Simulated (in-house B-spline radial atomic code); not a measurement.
Ionising Zn³⁺ with different functionals

Computed with a radial B-spline atomic code at the basis-set limit: scalar-relativistic (spin-free X2C) Hamiltonian, Fermi nucleus of rms radius 3.9283 fm, spin-polarised at highest spin, spherical fractional occupations for the functionals, the average over the highest-spin determinants for Hartree-Fock. The ionisation energy is the difference of two self-consistent energies, [Ar] 3d9 → [Ar] 3d8, without Breit or QED terms; ε is the level of the shell that loses the electron (its least bound occupied spin orbital).

Hybrids are left out here: with spherical fractional occupations of an open shell their exact exchange keeps a self-interaction that integer-occupation calculations don't have.

| method | rung | ΔSCF (eV) | -ε(3d) (eV) |
| --- | --- | --- | --- |
| Hartree-Fock | Hartree-Fock | 57.99 | 61.75 |
| LDA VWN5 | LDA | 61.22 | 50.49 |
| LDA PW92 | LDA | 61.21 | 50.48 |
| LDA exchange-only | LDA | ? | ? |
| PBE | GGA | ? | ? |
| PBEsol | GGA | 60.80 | 50.08 |
| BLYP | GGA | 60.80 | 50.10 |
| RPBE | GGA | 60.71 | 49.98 |
| PW91 | GGA | 60.97 | 50.23 |
| BP86 | GGA | 60.91 | 50.18 |
| AM05 | GGA | 60.83 | 50.10 |
| OLYP | GGA | 61.00 | 50.25 |
| TPSS | meta-GGA | 60.65 | 49.94 |
| SCAN | meta-GGA | 60.79 | 50.17 |
| r2SCAN | meta-GGA | 60.83 | 50.20 |
| revTPSS | meta-GGA | 60.51 | 49.81 |

(1) What does LDA exchange-only give?

(2) What does PBE give?

(3) How do they compare with the NIST value?

Answers

(1) ΔSCF 59.24 eV, and -ε(3d) = 48.61 eV.

(2) ΔSCF 60.83 eV, and -ε(3d) = 50.10 eV.

(3) NIST lists 59.57 eV ± 0.019 (measured, ground level to ground level). Errors run from -1.58 to +1.65 eV. The correlated functionals all miss on the same side by more than they spread, so the cause is common to them (spin-orbit coupling, Breit-QED terms, multiplet and fine-structure energies, or a listed next ion that isn't the cheapest removal here) and closeness doesn't rank the functionals. Hartree-Fock also lacks correlation.
